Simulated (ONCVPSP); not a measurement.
**Pseudopotential generation for Hf: ONCV, PBE, scalar-relativistic.**

| Item | Value |
| --- | --- |
| Element | Hf (Z = 72) |
| Generator | ONCVPSP 4.0.1 |
| Type | optimised norm-conserving Vanderbilt (ONCV) |
| Functional | PBE |
| Relativity | scalar-relativistic |
| Frozen core | [Kr] 4d10 4f14 5s2 |
| Valence charge | 10 |
| Reference configuration | 5p6 5d3 6s1 |
| Partial waves | 6s: rc 2.60 bohr, ncon 4, nbas 8, qcut 1.9 1/bohr, 2 projectors, debl 1.2 Ha; 5p: rc 1.85 bohr, ncon 4, nbas 7, qcut 8.3 1/bohr, 2 projectors, debl 2.3 Ha; 5d: rc 3.10 bohr, ncon 3, nbas 8, qcut 5 1/bohr, 2 projectors, debl 2.2 Ha |
| Local potential | polynomial inside 1.85 bohr (lpopt 5, dvloc0 -1 Ha) |
| Core correction | Teter function, parameters optimised by the program |

All-electron outer shells of the reference configuration (PBE, scalar-relativistic, ld1.x):

```csv
shell,level (eV),outermost node (bohr),outermost maximum (bohr)
5p,-34.30,0.60,1.16
4f,-15.47,–,0.45
6s,-4.74,1.37,2.96
5d,-1.99,0.67,1.73
```

Estimate the cutoffs (Ha) at which the residual kinetic energy of the hardest occupied pseudo-wave falls to 1 and 0.1 mHa per electron.

19 Ha and 24 Ha.

Does the potential have ghost states?

Ghosts flagged at negative energy: s at -19.8 eV; no localised positive-energy state flagged. A true bound ghost makes a file unfit for plane-wave use.

Which valence shell sets the plane-wave cutoff?

5p: 19 Ha for 1 mHa per electron, against 8 Ha for 5d.

Its largest configuration-test error is -15 meV (5p6 5d2 6s0). 1 of 4 tests not solved or not reliable.
